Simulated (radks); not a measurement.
Results of a calculation; reference values are marked as such.
Species: Ne III. Configuration: 1s1.5 2s2 2p4.5 (fractional occupations, a model configuration). Level of theory: Dirac Kohn-Sham, PBE, spin-unpolarised, spherical densities, point nucleus; open shells fill j = l - 1/2 first (a radial shooting solver on a logarithmic mesh with Libxc functionals).

Normalised radial functions P(r) = r R(r) (large component), r in bohr:

r          1s1/2    2s1/2
0.005016  0.2964   0.0770
0.005566  0.3270   0.0850
0.006127  0.3579   0.0930
0.006798  0.3943   0.1024
0.007483  0.4310   0.1119
0.008303  0.4742   0.1231
0.009213  0.5212   0.1353
0.01014   0.5683   0.1475
0.01125   0.6234   0.1618
0.01249   0.6830   0.1772
0.01374   0.7422   0.1925
0.01525   0.8110   0.2102
0.01679   0.8789   0.2277
0.01863   0.9572   0.2478
0.02067   1.0403   0.2690
0.02275   1.1212   0.2897
0.02525   1.2131   0.3129
0.02801   1.3090   0.3371
0.03083   1.4005   0.3599
0.03421   1.5021   0.3849
0.03766   1.5971   0.4080
0.04179   1.7003   0.4325
0.04637   1.8021   0.4559
0.05104   1.8931   0.4760
0.05664   1.9865   0.4952
0.06234   2.0658   0.5098
0.06917   2.1416   0.5213
0.07676   2.2041   0.5269
0.08449   2.2473   0.5259
0.09375   2.2756   0.5166
0.104     2.2818   0.4974
0.1145    2.2658   0.4695
0.1271    2.2231   0.4272
0.1399    2.1592   0.3758
0.1552    2.0634   0.3059
0.1722    1.9408   0.2208
0.1895    1.8061   0.1289
0.2103    1.6401   0.0154
0.2334    1.4583  -0.1109
0.2569    1.2817  -0.2368
0.285     1.0877  -0.3800
0.3138    0.9120  -0.5148
0.3482    0.7319  -0.6588
0.3863    0.5680  -0.7951
0.4252    0.4350  -0.9085
0.4718    0.3133  -1.0122
0.5194    0.2224  -1.0853
0.5763    0.1464  -1.1360
0.6395    0.0913  -1.1540
0.7039    0.0560  -1.1408
0.781     0.0310  -1.0954
0.8667    0.0159  -1.0210
0.954     0.0081  -0.9311
1.059     0.0035  -0.8170
1.165     0.0015  -0.7029
1.293     0.0005  -0.5770
1.435     0.0002  -0.4560
1.579     0.0001  -0.3540
1.752     0.0000  -0.2579
1.944     0.0000  -0.1790
2.14      0.0000  -0.1219
2.375     0.0000  -0.0760
2.614     0.0000  -0.0463
2.9       0.0000  -0.0253

1s1/2: eigenvalue -921.45 eV, 0 radial nodes, <r> = 0.155 bohr, 90 % of the charge inside 0.278 bohr. 2s1/2: eigenvalue -81.003 eV, 1 radial node at r = 0.213 bohr, <r> = 0.808 bohr, 90 % of the charge inside 1.28 bohr.
